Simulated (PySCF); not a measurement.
Compound: [(F)3Sn]2O.
Bonds: Sn1–F2, Sn1–F3, Sn1–F4, Sn1–O5, O5–Sn6, Sn6–F7, Sn6–F8, Sn6–F9.

Method: PBE0-D3(BJ)/def2-SVP geometry optimisation, gas phase, def2 core potentials past Kr (PySCF).

Question: What internal coordinates does the optimisation give?

Answer: 
```csv
bond,length (bohr)
Sn1–F2,3.614
Sn1–F3 and 4 like bonds,3.599
"Sn1–O5, O5–Sn6",3.681
```

Bonds in one row agree within 0.02 bohr and their mean is given. A selection of angles:
```csv
angle,degrees
F2–Sn1–F3,112.1
F2–Sn1–F4,109.8
F2–Sn1–O5,103.3
F3–Sn1–F4,106.8
F3–Sn1–O5,111.7
F4–Sn1–O5,113.1
Sn1–O5–Sn6,125.5
O5–Sn6–F8,109.4
```

Torsions: F2–Sn1–O5–Sn6 9° (synperiplanar); Sn1–O5–Sn6–F7 -66° (synclinal).

Sn1 (tin bonded to 3 F and O) is distorted tetrahedral (angles from 103.3° to 113.1°). O5 (oxygen bonded to 2 Sn) is bent (angle 125.5°).

Point group: near Cs, missed by 0.29 Å at most; the miss may be what the optimiser left on a soft mode. No PBE0-D3(BJ)/def2-SVP frequencies stand behind this structure, so it isn't proved a minimum.
